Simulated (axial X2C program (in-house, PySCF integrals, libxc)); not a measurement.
**Which molecule has these constants?**

All values come from calculations with an in-house all-electron X2C program for linear molecules (integrals from PySCF), spin-free (one-electron X2C) or two-component (2c: spin–orbit coupling with atomic mean-field Coulomb and Gaunt terms, which also bring small scalar terms), in Dyall basis sets with cores contracted in-house; open shells are unrestricted.

A two-component PBE0 calculation in a Dyall 3-zeta basis gave Re = 1.520 Å, ωe = 1041.9 cm⁻¹, De = 5.40 eV, Ω = 1/2.

Question: Which molecule is it?
A. SbF⁺
B. AsF⁺
C. PF⁺

Answer: C. The others have SbF⁺ 1.851 Å and 719.3 cm⁻¹ (Ω = 1/2); AsF⁺ 1.659 Å and 832.6 cm⁻¹ (Ω = 1/2).

Each entry is the lowest single determinant of a limited PBE0 search at one distance. De goes to single-determinant-based atoms at the same level (for ions the charge split of lowest energy) and is withheld (n/a) where an atom does not fit its ground term or J level. Main or longest-lived isotopes. Some light 2c atoms are not at their ground J level, so De misses part of their lowering (0.04 eV or less). The functionals have no current term, which raises determinants with orbital currents.
